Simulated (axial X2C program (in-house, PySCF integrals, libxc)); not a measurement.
## CuOH: properties at the nuclei

Calculated with an axial X2C code built on PySCF integrals: two-component X2C with atomic mean-field Coulomb and Gaunt terms, Gaussian nuclei, basis Cu dyall-v3z, O dyall-av3z, H dyall-v3z with contracted cores.

Cu–O–H held linear, with bonds 1.725 and 0.946 Å (near the PBE0 minimum at charge 0 of the determinant lowest at the starting distance; the state shown can have its own minimum elsewhere, held linear; other orders of the atoms were not compared).

Determinant lowest in the PBE0 search, Ω = 0 (closed shell), highest spinor 55% O p, 32% Cu d, 6% Cu p:

```json
{"level": "PBE0", "qzz Cu (a.u.)": "0.18", "qzz O (a.u.)": "1.77", "qzz H (a.u.)": "0.55", "μ (D)": "-3.36"}
{"level": "HF", "qzz Cu (a.u.)": "-1.10", "qzz O (a.u.)": "1.69", "qzz H (a.u.)": "0.55", "μ (D)": "-4.24"}
{"level": "BHandHLYP", "qzz Cu (a.u.)": "-0.30", "qzz O (a.u.)": "1.75", "qzz H (a.u.)": "0.54", "μ (D)": "-3.70"}
```

qzz is the electric field gradient, eQq0 = 234.96 MHz × Q/barn × qzz; μ is positive if the H end (last atom) is positive. The operators were transformed with the bare-nucleus X2C matrices; with these basis sets, hyperfine constants and field gradients can be off by tens of per cent, and where levels differ in sign neither size nor sign is settled.

Q: With Q(17O) = -0.02558 barn (Q from Pyykkö, Mol. Phys. 2018), turn the PBE0 values of the first state into constants in MHz.

A: eQq0(17O) = 234.96 × (-0.02558) × (1.77) = -10.6 MHz.

The molecule was held linear; bending was not examined, so a bent shape may lie lower.

Each state is one determinant with collinear spin. At HF a later determinant lies lower. The search compared states at one distance, so a state with another bond length can lie lower. Further determinants of the search, some of them spin-mixed, are not shown. Where a field gradient or hyperfine factor spreads by more than a factor of two over the levels, a constant derived from it is not to be relied on.
